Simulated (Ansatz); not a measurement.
perfluoropentacene, `Fc1c(F)c(F)c2c(F)c3c(F)c4c(F)c5c(F)c(F)c(F)c(F)c5c(F)c4c(F)c3c(F)c2c1F`. The state is a triplet with charge 0. Geometry r2SCAN-D4/def2-SVP, that of the neutral singlet; atoms count from 1.

```xyz
36

F     1.071    3.172    6.637
C     1.182    2.869    5.352
C     2.150    3.565    4.576
F     2.894    4.483    5.175
C     2.307    3.289    3.240
F     3.225    3.968    2.563
C     1.502    2.297    2.597
C     1.627    1.984    1.241
F     2.532    2.638    0.521
C     0.831    1.003    0.601
C     0.955    0.686   -0.765
F     1.858    1.336   -1.489
C     0.161   -0.291   -1.396
C     0.280   -0.614   -2.769
F     1.183    0.033   -3.498
C    -0.509   -1.583   -3.392
C    -0.386   -1.907   -4.780
F     0.501   -1.288   -5.550
C    -1.183   -2.868   -5.352
F    -1.072   -3.170   -6.637
C    -2.151   -3.564   -4.577
F    -2.895   -4.481   -5.176
C    -2.307   -3.289   -3.240
F    -3.226   -3.967   -2.563
C    -1.501   -2.297   -2.597
C    -1.626   -1.985   -1.241
F    -2.532   -2.638   -0.520
C    -0.830   -1.004   -0.601
C    -0.953   -0.687    0.765
F    -1.857   -1.336    1.489
C    -0.160    0.290    1.396
C    -0.279    0.613    2.769
F    -1.182   -0.035    3.499
C     0.510    1.583    3.392
C     0.386    1.908    4.780
F    -0.501    1.288    5.550
```

Single mean-field runs in def2-SVP are fitted with def2-universal-jkfit. At PBE0-D4/def2-SVP a singlet of charge 0 lies 0.77 eV below the triplet at the same geometry.

(1) Estimate the Mulliken populations from the PBE0/def2-SVP orbitals of Ansatz.

(2) Where does the spin sit?

(3) And the Mayer bond orders between heavy atoms (over 0.3)?

## Answers

(1) 
| atom | charge (e) | spin (α − β) |
| --- | --- | --- |
| F1 | -0.17 | 0.01 |
| C2 | 0.17 | 0.05 |
| C3 | 0.17 | 0.05 |
| F4 | -0.17 | 0.01 |
| C5 | 0.23 | 0.06 |
| F6 | -0.17 | 0.01 |
| C7 | -0.10 | -0.01 |
| C8 | 0.25 | 0.28 |
| F9 | -0.16 | 0.02 |
| C10 | -0.10 | -0.15 |
| C11 | 0.26 | 0.44 |
| F12 | -0.16 | 0.04 |
| C13 | -0.10 | -0.15 |
| C14 | 0.25 | 0.28 |
| F15 | -0.16 | 0.02 |
| C16 | -0.10 | -0.01 |
| C17 | 0.23 | 0.06 |
| F18 | -0.17 | 0.01 |
| C19 | 0.17 | 0.05 |
| F20 | -0.17 | 0.01 |
| C21 | 0.17 | 0.05 |
| F22 | -0.17 | 0.01 |
| C23 | 0.23 | 0.06 |
| F24 | -0.17 | 0.01 |
| C25 | -0.10 | -0.01 |
| C26 | 0.25 | 0.28 |
| F27 | -0.16 | 0.02 |
| C28 | -0.10 | -0.15 |
| C29 | 0.26 | 0.44 |
| F30 | -0.16 | 0.04 |
| C31 | -0.10 | -0.15 |
| C32 | 0.25 | 0.28 |
| F33 | -0.16 | 0.02 |
| C34 | -0.10 | -0.01 |
| C35 | 0.23 | 0.06 |
| F36 | -0.17 | 0.01 |
Mulliken values depend strongly on the basis.

(2) Summed by element: F 0.20, C 1.80, of 2 unpaired in all. Largest on single atoms: C11 0.44, C29 0.44, C26 0.28.

(3) F1–C2 1.13 (1.32 Å); C2–C3 1.20 (1.42 Å); C2–C35 1.34 (1.37 Å); C3–F4 1.13 (1.32 Å); C3–C5 1.34 (1.37 Å); C5–F6 1.16 (1.33 Å); C5–C7 1.18 (1.43 Å); C7–C8 1.23 (1.40 Å); C7–C34 1.26 (1.46 Å); C8–F9 1.20 (1.33 Å); C8–C10 1.28 (1.42 Å); C10–C11 1.19 (1.41 Å); C10–C31 1.19 (1.46 Å); C11–F12 1.21 (1.33 Å); C11–C13 1.19 (1.41 Å); C13–C14 1.28 (1.42 Å); C13–C28 1.19 (1.46 Å); C14–F15 1.20 (1.33 Å); C14–C16 1.23 (1.40 Å); C16–C17 1.18 (1.43 Å); C16–C25 1.26 (1.46 Å); C17–F18 1.16 (1.33 Å); C17–C19 1.34 (1.37 Å); C19–F20 1.13 (1.32 Å); C19–C21 1.20 (1.42 Å); C21–F22 1.13 (1.32 Å); C21–C23 1.34 (1.37 Å); C23–F24 1.16 (1.33 Å); C23–C25 1.18 (1.43 Å); C25–C26 1.23 (1.40 Å); C26–F27 1.20 (1.33 Å); C26–C28 1.28 (1.42 Å); C28–C29 1.19 (1.41 Å); C29–F30 1.21 (1.33 Å); C29–C31 1.19 (1.41 Å); C31–C32 1.28 (1.42 Å); C32–F33 1.20 (1.33 Å); C32–C34 1.23 (1.40 Å); C34–C35 1.18 (1.43 Å); C35–F36 1.16 (1.33 Å).
